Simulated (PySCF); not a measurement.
`CS(=O)(=O)[SiH2][SiH2][SiH3]`, CH$_{10}$O$_{2}$SSi$_{3}$

Geometry (Å), atoms numbered from 1 in this order:
```xyz
17

C    -2.7758   -0.6414    0.7536
S    -1.0261   -0.3041    0.6104
O    -0.3664   -1.5929    0.3261
O    -0.6269    0.4726    1.7946
Si   -0.6089    0.9906   -1.1602
Si    1.6963    1.2272   -0.8354
Si    2.6381   -0.8010   -0.1079
H    -2.8626   -1.2885    1.6386
H    -3.1181   -1.1710   -0.1445
H    -3.3153    0.3011    0.9117
H    -1.0101    0.2088   -2.3661
H    -1.4464    2.2192   -1.0323
H     2.2759    1.6348   -2.1552
H     1.9014    2.3371    0.1422
H     2.2577   -1.9010   -1.0374
H     4.1212   -0.6003   -0.1917
H     2.2591   -1.0794    1.3018
```

Theory: TDDFT B3LYP/def2-SVPD excited states, vertical, gas phase (PySCF). Geometry: PBE0-D3(BJ)/def2-SVP.

(1) How strongly do the lowest singlets absorb one photon, and two photons of half the energy?

Results:

(1) δ for parallel linear polarisation; σ at the peak of a Lorentzian of half width 0.1 eV, single beam; Ω is circular over linear.
| state | E (eV) | f | photon λ (nm) | δ (au) | σ (GM) | Ω | main |
| --- | --- | --- | --- | --- | --- | --- | --- |
| S1 | 5.57 | 0.066 | 445 | 139 | 1.58 | 0.52 | HOMO→LUMO 0.93 |
| S2 | 6.04 | 0.039 | 411 | 59 | 0.79 | 0.96 | HOMO−1→LUMO 0.69, HOMO→LUMO+1 0.22 |
| S3 | 6.18 | 0.089 | 401 | 51.5 | 0.72 | 0.42 | HOMO→LUMO+1 0.64, HOMO−1→LUMO 0.21 |
| S4 | 6.29 | 0.005 | 394 | 12.7 | 0.18 | 0.25 | HOMO→LUMO+2 0.64, HOMO−2→LUMO 0.28 |
| S5 | 6.32 | 0.002 | 393 | 4.92 | 0.07 | 0.65 | HOMO−2→LUMO 0.70, HOMO→LUMO+2 0.27 |

Among these, the strongest one-photon state is S3, the strongest two-photon state S1, with a dipole change of 5.0 D (relaxed, norm of the difference vector).
